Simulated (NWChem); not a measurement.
# C₂H₅S, doublet; SMILES [CH](S)C

```xyz
8

C      0.2568     1.6648    -0.0340
C     -0.5856     0.4475     0.0814
S      0.0440    -1.1625    -0.0568
H      0.6077     1.8443    -1.0702
H     -0.3050     2.5579     0.2793
H      1.1594     1.6005     0.5988
H     -1.6661     0.4973    -0.0783
H      1.3055    -0.8969     0.3534
```
Atoms are numbered in this order, from 1.

Results from NWChem. Spin-unrestricted. The geometry was optimised at PBE0/def2-SVP, spin-unrestricted. No stability test was run on the SCF state. Level: B3LYP/def2-SVP with SMD (1 M gas to 1 M solution), gas-phase geometry. Reactions with the solvent are ignored.

Question: Order these by “cavity-dispersion-structure term (kcal/mol)”, lowest first: dichloromethane; methanol; water.

Answer: dichloromethane (-1.5), methanol (-0.6), water (2.4)
